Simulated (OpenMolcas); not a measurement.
## 2s² 2p along the 5-electron sequence

| Item | Value |
| --- | --- |
| Program | OpenMolcas |
| Method | CASSCF |
| Basis | ANO-RCC-VTZP |
| Scalar Hamiltonian | DKH2, point nucleus |
| Spin-orbit coupling | state interaction with AMFI integrals over the reference wave functions, term energies averaged over their components |

Active space for each ion: 1 electron in 3 orbitals (2p).

Computed levels in cm-1 above ²P°_1/2:

```json
{"Level": "²P°_3/2", "B": "14.8", "C+": "62.5", "N2+": "174", "O3+": "394", "F4+": "761", "Ne5+": "1341"}
{"Level": "weight of ²P° in the lowest level (%)", "B": "100", "C+": "100", "N2+": "100", "O3+": "100", "F4+": "100", "Ne5+": "100"}
```

Measured, with the error of the calculation in %. Measured levels: B, C+ from NIST Handbook of Basic Atomic Spectroscopic Data; N2+ from Moore, Selected Tables of Atomic Spectra, NSRDS-NBS 3, section 5; O3+ from Moore, Selected Tables of Atomic Spectra, NSRDS-NBS 3, section 10; F4+ from Moore, Atomic Energy Levels, vol. I, NSRDS-NBS 35 (1971 reprint of NBS Circular 467, 1949); Ne5+ from NIST levels in Podobedova, Fuhr, Reader and Wiese, J. Phys. Chem. Ref. Data 33, 525 (2004).

| Level | B | C+ | N2+ | O3+ | F4+ | Ne5+ |
| --- | --- | --- | --- | --- | --- | --- |
| ²P°_3/2 | 15.3 (-2.9) | 63.4 (-1.5) | 174 (0) | 386 (+2.0) | 746 (+2.1) | 1310 (+2.4) |

The fine-structure level ²P°_3/2 changes by a factor of 90.6 from B to Ne5+. Its fourth root runs 1.96, 2.81, 3.63, 4.46, 5.25, 6.05, with steps per unit of Z of 0.85, 0.82, 0.82, 0.80, 0.80; equal steps would mean a (Z - σ)^4 law with constant σ.

With one active electron the reference holds no correlation, so core polarisation is missing. Computed and measured levels are paired by configuration, term and J; levels that our copy of the source lacks, or whose pairing is in doubt (as where it misses far off the trend of its configuration), stay unpaired and out of the deviations. Only configurations of the active space appear.

° marks odd parity.
